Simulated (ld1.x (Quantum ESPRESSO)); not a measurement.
u(r) = r·R(r): atom against pseudo-atom (tellurium (Te))

Columns: radius, all-electron u(r) and pseudo u(r) of the 5p shell (level -5.97 eV) of tellurium in the configuration [Kr] 4d10 5s2 5p4; PBEsol, scalar-relativistic, PAW scheme, ld1.x (Quantum ESPRESSO) 7.5.

```csv
r (bohr),all-electron,pseudo
0.115,0.0231,-0.0065
0.230,-0.1998,-0.0258
0.345,-0.0558,-0.0568
0.460,0.1691,-0.0982
0.575,0.2963,-0.1479
0.690,0.3025,-0.2037
0.805,0.2222,-0.2632
0.920,0.0964,-0.3240
1.035,-0.0443,-0.3838
1.150,-0.1810,-0.4408
1.265,-0.3037,-0.4932
1.380,-0.4081,-0.5399
1.495,-0.4931,-0.5801
1.610,-0.5597,-0.6136
1.725,-0.6096,-0.6401
1.840,-0.6447,-0.6599
1.955,-0.6671,-0.6732
2.070,-0.6788,-0.6804
2.185,-0.6815,-0.6817
2.300,-0.6771,-0.6771
2.415,-0.6667,-0.6667
2.530,-0.6518,-0.6518
2.645,-0.6333,-0.6333
2.760,-0.6122,-0.6122
2.875,-0.5891,-0.5891
2.990,-0.5647,-0.5647
```

(1) How many radial nodes do the two functions have?

(2) At about which radius was the pseudo-wave matched?

(3) Where does each function peak?

(4) Is the pseudo-wave norm-conserving?

## Answers

(1) The all-electron 5p function has n − l − 1 = 3; the pseudo-wave has 0, since the states of the same l below it are removed with the core.

(2) 2.30 bohr, where the columns begin to agree (steps of 0.12 bohr).

(3) Outermost all-electron maximum near 2.19 bohr, pseudo maximum near 2.19 bohr (to the table’s step).

(4) No, it belongs to a PAW set: the norm inside the radius is not constrained, and the difference is carried by the augmentation charge.
